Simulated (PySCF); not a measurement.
# How the method moves the HOMO and LUMO of `C1#[N+][AlH2-][CH2]CC1`

C₄H₈AlN.
Atom-mapped SMILES: `[C:1]1#[N+:2][AlH2-:3][CH2:4][CH2:5][CH2:6]1` (hydrogens: H7, H8 on Al3; H9, H10 on C4; H11, H12 on C5; H13, H14 on C6)

Geometry (PBE0-D3(BJ)/def2-SVP, Å), atoms numbered from 1 in this order:
```
atom  x, y, z in Å
C1    -0.4812    0.6892    2.1070
N2    -1.1028    0.0057    2.8110
Al3   -1.7056   -1.5246    1.3048
C4    -0.9716   -0.5393   -0.2974
C5     0.3408    0.2146   -0.0889
C6     0.2226    1.3085    1.0033
H7    -3.2913   -1.5287    1.4796
H8    -0.8192   -2.7433    1.8372
H9    -1.7378    0.1534   -0.6940
H10   -0.8227   -1.2922   -1.0924
H11    0.6998    0.7234   -1.0003
H12    1.1399   -0.4817    0.2159
H13    1.1999    1.6914    1.3337
H14   -0.3787    2.1632    0.6527
```

Basis pcSseg-1 throughout (PySCF), one geometry. One conformer (not necessarily the lowest) at the PBE0-D3(BJ)/def2-SVP geometry, without solvent, vibrations or thermal averaging.

**Question.** How do the orbital energies, the gap and the dipole change with the method?

**Answer.** 
```json
{"method": "BLYP", "kind": "GGA", "HOMO (eV)": "-5.93", "LUMO (eV)": "-1.99", "gap (eV)": "3.94", "μ (D)": "5.12", "SCF cycles": "15"}
{"method": "OPBE", "kind": "GGA", "HOMO (eV)": "-6.04", "LUMO (eV)": "-2.00", "gap (eV)": "4.04", "μ (D)": "5.16", "SCF cycles": "15"}
{"method": "B97-D", "kind": "GGA", "HOMO (eV)": "-6.05", "LUMO (eV)": "-2.04", "gap (eV)": "4.01", "μ (D)": "5.18", "SCF cycles": "14"}
{"method": "PBE", "kind": "GGA", "HOMO (eV)": "-6.06", "LUMO (eV)": "-2.12", "gap (eV)": "3.94", "μ (D)": "5.16", "SCF cycles": "15"}
{"method": "KT2", "kind": "GGA", "HOMO (eV)": "-6.15", "LUMO (eV)": "-2.12", "gap (eV)": "4.03", "μ (D)": "5.08", "SCF cycles": "15"}
{"method": "LDA", "kind": "LDA", "HOMO (eV)": "-6.15", "LUMO (eV)": "-2.35", "gap (eV)": "3.80", "μ (D)": "5.22", "SCF cycles": "15"}
{"method": "KT3", "kind": "GGA", "HOMO (eV)": "-6.16", "LUMO (eV)": "-2.07", "gap (eV)": "4.09", "μ (D)": "5.03", "SCF cycles": "15"}
{"method": "BP86", "kind": "GGA", "HOMO (eV)": "-6.17", "LUMO (eV)": "-2.23", "gap (eV)": "3.95", "μ (D)": "5.19", "SCF cycles": "15"}
{"method": "B97-2", "kind": "global hybrid", "HOMO (eV)": "-7.07", "LUMO (eV)": "-1.15", "gap (eV)": "5.92", "μ (D)": "5.25", "SCF cycles": "13"}
{"method": "B3LYP", "kind": "global hybrid", "HOMO (eV)": "-7.10", "LUMO (eV)": "-1.33", "gap (eV)": "5.77", "μ (D)": "5.21", "SCF cycles": "14"}
{"method": "PBE0", "kind": "global hybrid", "HOMO (eV)": "-7.31", "LUMO (eV)": "-1.09", "gap (eV)": "6.22", "μ (D)": "5.26", "SCF cycles": "13"}
{"method": "mPW1PW91", "kind": "global hybrid", "HOMO (eV)": "-7.34", "LUMO (eV)": "-1.11", "gap (eV)": "6.23", "μ (D)": "5.27", "SCF cycles": "13"}
{"method": "BHandHLYP", "kind": "global hybrid", "HOMO (eV)": "-8.48", "LUMO (eV)": "0.06", "gap (eV)": "8.54", "μ (D)": "5.32", "SCF cycles": "13"}
{"method": "CAM-B3LYP", "kind": "range-separated hybrid", "HOMO (eV)": "-8.66", "LUMO (eV)": "0.08", "gap (eV)": "8.74", "μ (D)": "5.25", "SCF cycles": "13"}
{"method": "wB97X-D", "kind": "range-separated hybrid", "HOMO (eV)": "-9.19", "LUMO (eV)": "0.74", "gap (eV)": "9.93", "μ (D)": "5.30", "SCF cycles": "13"}
{"method": "LC-wPBE", "kind": "range-separated hybrid", "HOMO (eV)": "-10.04", "LUMO (eV)": "1.26", "gap (eV)": "11.30", "μ (D)": "5.31", "SCF cycles": "14"}
{"method": "HF", "kind": "Hartree–Fock", "HOMO (eV)": "-10.32", "LUMO (eV)": "2.76", "gap (eV)": "13.08", "μ (D)": "5.54", "SCF cycles": "12"}
```

The HOMO spans 4.39 eV, from BLYP down to HF, and the gap runs from 3.80 eV (LDA) to 13.08 eV (HF). Over the methods BLYP (0 %), OPBE (0 %), B97-D (0 %), PBE (0 %), KT2 (0 %), LDA (0 %), KT3 (0 %), BP86 (0 %), B97-2 (21 %), B3LYP (20 %), PBE0 (25 %), mPW1PW91 (25 %), BHandHLYP (50 %), HF (100 %), a straight line through the gap against the share of exact exchange rises by 0.91 eV for each 10 % (correlation coefficient 1.000). The dipole ranges from 5.03 D (KT3) to 5.54 D (HF). This basis has no diffuse functions.
